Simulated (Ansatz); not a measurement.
CH6N, charge +1, singlet, at a GFN2-xTB geometry; Ansatz (a program for electronic structure) with BLYP/6-311++G**.

Ansatz was given this input:
Ansatz 0.2 input:
```yaml
crystal:
  periodic: [false, false, false]
  atoms:
    - {symbol: C, position_ang: [-0.77071948, 0.11205340, -0.02502897]}
    - {symbol: N, position_ang: [0.69755629, -0.10141635, 0.02265301]}
    - {symbol: H, position_ang: [-1.22221644, -0.55838622, -0.75295779]}
    - {symbol: H, position_ang: [-0.98986314, 1.13881131, -0.30956972]}
    - {symbol: H, position_ang: [-1.20846834, -0.08311829, 0.95144588]}
    - {symbol: H, position_ang: [0.91217603, -1.07122392, 0.29134982]}
    - {symbol: H, position_ang: [1.13138247, 0.52994390, 0.70965040]}
    - {symbol: H, position_ang: [1.11841225, 0.08156726, -0.89831582]}
basis:
  gaussian:
    orbitals: 6-311++G__.json
hamiltonian:
  xc: blyp
total_charge: 1
```
The basis file holds 6-311++G** in the JSON format of the Basis Set Exchange.

Output, abridged:

```
Functional definition: BLYP
654 factors; their error is unknown
mean field evaluation 1: about -2596.6464 eV, gradient 1.0e2 eV
mean field evaluation 2: about -2566.0207 eV, gradient 1.4e2 eV
mean field evaluation 4: about -2617.3622 eV, gradient 9.5e0 eV
mean field evaluation 8: about -2617.5403 eV, gradient 1.7e-1 eV
mean field evaluation 16: about -2617.5186 eV, gradient 7.4e-5 eV
mean field -2617.51856201 eV, -96.1920329360 hartree, gradient 7.4e-5 eV, S^2 0.000000; 0 other end points of the search recorded, 0 dependent functions left out
reference -2617.51886386 eV, -96.1920440290 hartree; 9, 9 occupied and 77, 77 virtual orbitals, 654 factors
Total energy: -2617.51886386 eV, -96.1920440290 hartree
```
